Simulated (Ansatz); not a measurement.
Consider the cleavage of the Si–Si bond: `N[SiH](O)[SiH2][SiH3]` + `N[SiH](O)F` → `N[Si@H](F)O[Si@@H](N)O` + `[SiH3][SiH3]`.

Calculated with Ansatz (gas phase, PBE0-D4/def2-TZVP geometries, no zero-point term in ΔE). CCSD(T)/CBS is the MP2 limit (def2-TZVPP, def2-QZVPP) plus CCSD(T) − MP2 in def2-TZVPP, frozen cores. This one scheme is used for every species. DFT in def2-TZVPP. B3LYP here is the variant with VWN-RPA as its local correlation; programs differ in this. One conformer a species, not always the lowest.

(1) Is it downhill or uphill in electronic energy at CCSD(T)/CBS, and by how much? (Best estimate.)

(2) What do these levels give: PBE-D4, B3LYP-D4, ωB97X-V, B2PLYP, PBE, r2SCAN, PBE0, B3LYP, HF/def2-TZVPP, SCS-MP2/def2-TZVPP, CCSD/def2-TZVPP, HF/CBS(def2)? (Estimate.)

Largest T1 diagnostic among the species: 0.013.

Answers

(1) Ansatz gave: Downhill: ΔE = -142.0 kJ/mol.

(2) Ansatz gave: PBE-D4 -115.0, B3LYP-D4 -142.0, ωB97X-V -140.3, B2PLYP -145.3, PBE -114.5, r2SCAN -137.6, PBE0 -125.2, B3LYP -141.3, HF/def2-TZVPP -169.8, SCS-MP2/def2-TZVPP -150.8, CCSD/def2-TZVPP -147.7, HF/CBS(def2) -172.6 kJ/mol.

In def2-TZVPP, CCSD(T) changes the Hartree–Fock value by +26.2 kJ/mol (the triples alone add +4.1 kJ/mol) and MP2 by +23.2 kJ/mol. From PBE to PBE0 (25 % exact exchange), in def2-TZVPP and without D4, ΔE moves by −10.7 kJ/mol.
